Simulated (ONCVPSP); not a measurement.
**B: variants of one ONCV potential**

Base potential:

boron (B), optimised norm-conserving Vanderbilt (ONCV), made with ONCVPSP 4.0.1 (LDA (Perdew-Wang 92), scalar-relativistic). Core [He], reference 2s1 2p2. Waves: 2s: rc 1.40 bohr, ncon 4, nbas 8, qcut 4.8 1/bohr, 2 projectors, debl 3 Ha; 2p: rc 2.50 bohr, ncon 3, nbas 6, qcut 6.9 1/bohr, 2 projectors, debl 3.7 Ha. Local part: polynomial inside 1.20 bohr (lpopt 1, dvloc0 0 Ha). Core correction: Teter function, fcfact 2.25, rcfact 1.7.

All-electron outer shells of the reference configuration (LDA (PZ), scalar-relativistic, ld1.x):

```
shell  level (eV)  outermost node (bohr)  outermost maximum (bohr)
   1s     -179.68                      –                      0.21
   2s       -9.85                   0.46                      1.52
   2p       -4.15                      –                      1.53
```

Cutoffs, loose and tight: the cutoffs (Ha) at which the residual kinetic energy of the hardest occupied pseudo-wave falls to 1 and 0.1 mHa per electron. They do not see the model core or the augmentation charge, which bear on the density cutoff. Test errors are all-electron minus pseudo excitation energies from the reference, over the configurations 2s2 2p1; 2s2 2p0; 2s1 2p0; 2s1 2p1. A dash means not determined; rows that change the core or the reference have their own tests.

```csv
change,outcome,"cutoff, loose","cutoff, tight",bound ghosts,GHOST(+) flags above zero,largest test error (meV)
base,generated,11 Ha,45 Ha,none,none,+167
p: qcut 4.2,generated,11 Ha,45 Ha,none,none,+384
p: qcut 4.9,generated,11 Ha,45 Ha,none,none,+288
p: qcut 5.8,generated,11 Ha,45 Ha,none,none,+195
p: qcut 7.6,generated,11 Ha,45 Ha,none,none,+159
p: qcut 8.3,generated,11 Ha,45 Ha,none,none,+150
p: qcut 9.5,generated,11 Ha,45 Ha,none,none,+145
p: qcut 10.3,generated,11 Ha,45 Ha,none,none,+143
```

Reading the sweep of the qcut of the p channel (base included, trends over the rows without a ghost): The loose cutoff stays near 11 Ha. The median size of the test errors (rows with all tests solved) falls from 78.1 meV at 4.2 to 32.6 meV at 10.3 1/bohr.
